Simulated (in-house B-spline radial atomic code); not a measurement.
**Ionising Pd IX (Pd8+) with different functionals**

Computed with a radial B-spline atomic code at the basis-set limit: scalar-relativistic (spin-free X2C) Hamiltonian, Fermi nucleus of rms radius 4.5318 fm, spin-polarised at highest spin, spherical fractional occupations for the functionals, and exact exchange of hybrids averaged over the configuration. The ionisation energy is the difference of two self-consistent energies, [Kr] 4d2 → [Kr] 4d1, without Breit or QED terms; ε is the level of the shell that loses the electron (its least bound occupied spin orbital). There is no spin-orbit coupling in this Hamiltonian.

```
   method                    rung  ΔSCF (eV)  -ε(4d) (eV)
     PBE0           global hybrid          ?            ?
    B3LYP           global hybrid          ?            ?
    TPSSh           global hybrid     140.86       132.08
BHandHLYP           global hybrid     140.77       136.14
  r2SCAN0           global hybrid     140.84       133.75
    B97-1           global hybrid     140.87       133.17
    HSE06  range-separated hybrid     140.92       133.28
    wB97X  range-separated hybrid     140.71       136.08
CAM-B3LYP  range-separated hybrid     140.92       135.15
  LC-wPBE  range-separated hybrid     141.03       136.55
```

Question: What does PBE0 give?

Answer: ΔSCF 140.98 eV, and -ε(4d) = 133.75 eV.

Question: What does B3LYP give?

Answer: ΔSCF 140.96 eV, and -ε(4d) = 133.18 eV.

Question: Among the functionals, which spreads more, the ΔSCF values or the orbital energies?

Answer: The orbital energies: ΔSCF values span about 0.33 eV and the orbital energies 4.47 eV; here energy differences depend much less on the functional than eigenvalues do.

Question: How do they compare with the NIST value?

Answer: NIST lists 141 eV ± 2.2 (tabulated theory, ground level to ground level). Errors run from -0.29 to +0.03 eV; all lie within about twice that uncertainty, so the table can't rank the methods.
